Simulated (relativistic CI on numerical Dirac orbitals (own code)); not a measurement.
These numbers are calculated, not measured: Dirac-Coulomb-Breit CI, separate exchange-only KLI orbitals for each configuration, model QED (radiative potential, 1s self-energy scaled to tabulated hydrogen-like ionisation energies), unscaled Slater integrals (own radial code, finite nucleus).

The strongest absorption lines from the ground level of an ion, among the configurations computed and to levels below about 275 eV (vacuum wavelength in nm, gf): 9.5185 (0.26), 10.103 (1.7), 10.199 (0.54), 10.543 (0.019), 11.424 (0.8), 13.424 (5.5), 17.134 (1.8), 20.828 (5.9e-05).

**Question.** Which ion is it?
A. Pb XV
B. Os IX
C. Hg XIII
D. Hg XV

**Answer.** C. Hg XIII has 68 electrons and the ground level 4f14 5s2 5p6 1S_0; the strongest line goes to 4f14 5s2 5p5 5d 1P°_1. The pattern of lines fixes the number of electrons, and along that sequence the line energies rise steadily with the charge (about as its square where n changes within one kind of shell, about linearly where n is kept but much faster in heavy ions where fine structure, which grows about as Z⁴, sets the gap, and irregularly where shells cross), which fixes Z. Configurations outside the model, such as inner-shell arrays, can give stronger lines. At this charge energies of transitions that change n are usually good to better than 1 %, and those within a shell (Δn = 0) to a few per cent. Levels and lines within the n = 5 or 6 shells can be off by up to 10 % or somewhat more, and those that change n by about 2 %, since core polarisation is missing.

LS names give the leading component of a level, which can be under half, so a name can repeat, a term be missing and a line seem to break the LS rules.
